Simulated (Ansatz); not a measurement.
## Reading a saddle point

A first-order saddle point of SnH₄ClF, closed shell, PBE0-D4/def2-TZVP, with one imaginary mode of 275i cm⁻¹:

```
7
angstrom
Sn -0.7452 -0.0877 -0.1415
F 0.8697 -0.3068 1.2780
H -0.6442 -1.1793 -1.4314
H -1.6872 -0.7419 1.1266
H -1.1530 1.5316 -0.4140
H 1.5565 0.1007 0.5213
Cl 1.8035 0.6834 -0.9391
```

Computed with Ansatz 0.2.0 (basis: def2-TZVPP and def2-QZVPP); correlated methods freeze the cores. Filled d shells of the heavier atoms are correlated. Core potentials replace the inner electrons of the atoms past krypton. The def2 sets are not built for correlating such inner shells, so the correlated values are less sure here. Extrapolation: Hartree–Fock as exp(−7.88 √X), correlation as X^−2.97.

Question: Which contacts change along the imaginary mode, and what lies on either side? (A judgement: the text doesn't fix the answer.)

Answer: Computed: The step is SnH₃F ([F][SnH3]) + HCl → SnH₃Cl ([Cl][SnH3]) + HF, with the molecules in contact on both sides. Shortening one way: Sn1–Cl7, F2–H6; lengthening the same way: Sn1–F2, H6–Cl7.
| pair | one side (Å) | saddle (Å) | other side (Å) |
| --- | --- | --- | --- |
| Sn1–Cl7 | 4.05 | 2.78 | 2.37 |
| F2–H6 | 1.77 | 1.10 | 0.93 |
| Sn1–F2 | 1.95 | 2.16 | 3.36 |
| H6–Cl7 | 1.30 | 1.59 | 2.18 |

Question: Which side is lower, and how far does the saddle lie above each? (To be estimated.)

Answer: By the calculation: The side with Sn1–Cl7, F2–H6 short is lower by 8.97 kcal/mol; the saddle lies 21.54 kcal/mol above it and 12.58 kcal/mol above the other (CCSD(T) at an estimated basis limit (MP2 extrapolated from triple and quadruple zeta, plus CCSD(T) − MP2 in triple zeta); electronic energies).

T1 diagnostic: at most 0.013.

Labels in which every atom is bracketed show which atoms are joined, not bond orders.

For scale, one of the runs: CCSD(T)/def2-TZVPP, 179 basis functions, launched by `ansatz run in.yaml --threads 4 --pin off --events-out ev --progress --plain --max-ram 9574MiB`. Time: 45 s of wall clock on 4 CPU threads of an Arm Neoverse V1; the host was shared. Peak host memory: 1.9 GiB.
